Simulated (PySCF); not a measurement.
# Distorted geometries of [Bi(OH)2]+

[Bi(OH)2]+ (singlet). PySCF 2.14.0, RKS r2SCAN, Bi def2-SVP with ECP60, O def2-SVP, H def2-SVP; non-relativistic Hamiltonian with scalar-relativistic core potentials where named; density fitting; no spin-orbit coupling. Relaxed geometry:

```xyz
5

Bi    0.0000    0.0000   -0.4943
O     1.4057   -0.0325    0.9667
H     2.3447   -0.0589    0.7025
O    -1.4057    0.0325    0.9667
H    -2.3447    0.0589    0.7025
```

Problem. Order these distorted geometries by energy above the relaxed one, lowest first.
A.
```xyz
5

Bi    0.0533    0.0795   -0.4858
O     1.3515   -0.0429    0.9585
H     2.3591   -0.0629    0.7533
O    -1.4694   -0.0134    0.9583
H    -2.2945    0.0396    0.6599
```
B.
```xyz
5

Bi   -0.0529    0.0040   -0.4875
O     1.3946   -0.0394    0.8994
H     2.3579   -0.0750    0.7514
O    -1.4448   -0.0279    1.0049
H    -2.2547    0.1383    0.6760
```
C.
```xyz
5

Bi    0.0963   -0.0564   -0.4713
O     1.2995   -0.0470    0.9540
H     2.3945    0.0309    0.7539
O    -1.5148   -0.0345    0.8917
H    -2.2755    0.1070    0.7159
```

Solution. B (0.28 eV), A (0.49 eV), C (2.15 eV).

Problem. Which forces (eV/Å) act in the one that lies 0.28 eV up?

Solution. 
```
Bi  -0.03  0.00 -0.15
O    0.15 -0.03  0.49
H   -0.09 -0.01 -0.22
O    5.40 -0.91  1.72
H   -5.43  0.95 -1.84
```
Forces carry noise of the integration grid, about 0.01 to 0.03 eV/Å.

No frequency check is given that shows the relaxed geometry to be a minimum.
